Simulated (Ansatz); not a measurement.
Reaction (silylene formation by 1,1-elimination): `O[SiH2][Zn][SiH3]` → `[OH][Zn][SiH3]` + `[SiH2]`

Isolated molecules relaxed with PBE0-D4/def2-TZVP in Ansatz; ΔE leaves out vibrations. CBS: MP2 limit from def2 TZ/QZ plus the TZ coupled-cluster correction, frozen cores. This one scheme is used for every species. DFT in def2-TZVPP. For Zn outer-core shells are correlated without core-valence functions, which leaves a few kJ/mol of doubt a bond. Scalar relativity is left out up to krypton. Each species was taken in one conformer, which may not be the lowest.

```
         level  ΔE (kJ/mol)
       ωB97X-V        280.7
 HF/def2-TZVPP        262.6
MP2/def2-TZVPP        273.7
  HF/CBS(def2)        258.9
```

Problem. What does CCSD(T)/CBS give? (An estimate is asked.)

Solution. The calculation gave: +267.3 kJ/mol. The listed levels differ from it by 13.4, -4.7, 6.4, -8.4 kJ/mol.

Largest T1 diagnostic among the species: 0.016.

From PBE to PBE0 (25 % exact exchange), in def2-TZVPP and without D4, ΔE moves by +11.8 kJ/mol. The D4 term adds +9.5 kJ/mol with B3LYP and +5.2 kJ/mol with PBE0; it sums over pairs of atoms, weighted by their polarisabilities, and B3LYP, whose exchange is more repulsive, gets the larger term.

B3LYP here is the variant with VWN-RPA as its local correlation; programs differ in this.
